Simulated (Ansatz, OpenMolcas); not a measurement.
**Worked example: the enthalpy of formation of CuF (fluorocopper)**

CuF has 2 atoms, charge 0, and is taken as a singlet. As SMILES, `[F][Cu]`. The shape is that of a PBE0-D4/def2-TZVP optimisation.

```xyz
2

F     0.7510   -0.2689    0.3771
Cu   -0.7510    0.2689   -0.3771
```

Total energies at revPBE/def2-TZVPP (OpenMolcas 26.06); the atoms run unrestricted:

```
species    state   energy (Eh)
    CuF  singlet  -1740.277748
      F  doublet    -99.734862
     Cu  doublet  -1640.393668
```

Harmonic wavenumbers at PBE0-D4/def2-TZVP, in cm⁻¹: 593.

Measured heats of formation of the gaseous atoms at 298.15 K, in kJ/mol: F 79.4, Cu 337.6. Spin-orbit lowering of the atoms at 298 K (mean of the ground term's levels less their thermal mean, from spectra), in kJ/mol: F 1.29. Take 1 Eh = 2625.50 kJ/mol, 1 cm⁻¹ = 0.0119627 kJ/mol, RT = 2.479 kJ/mol.

Problem. Work out the heat of formation of the gas at 298 K.

Solution. 
1. Electronic atomisation energy: (-99.734862) + (-1640.393668) − (-1740.277748) = 0.149218 Eh = 391.8 kJ/mol.
2. Zero-point energy: half the sum of the wavenumbers, 296.5 cm⁻¹ = 3.5 kJ/mol.
3. Thermal vibrational enthalpy, Σ hcν̃/(exp(hcν̃/kT) − 1): 0.4 kJ/mol. Translation, rotation and pV of a linear molecule: 3.5 RT = 8.7 kJ/mol.
4. The 2 free atoms carry 5/2 RT each: 12.4 kJ/mol.
5. Spin-orbit coupling lowers the free atoms by 1.29 = 1.3 kJ/mol.
6. Atomisation enthalpy at 298 K: 391.8 − 1.3 − 3.5 − 0.4 − 8.7 + 12.4 = 390.3 kJ/mol.
7. Sum of the atoms' heats of formation: 417.0 kJ/mol. Heat of formation: 417.0 − 390.3 = +26.7 kJ/mol.

The tabulated value is -12.6 kJ/mol (NIST-JANAF tables), so this level is off by +39.3 kJ/mol, or 9.1 % of the atomisation enthalpy. Relativity is left out. Anharmonicity and any spin-orbit splitting of the molecule are left out.
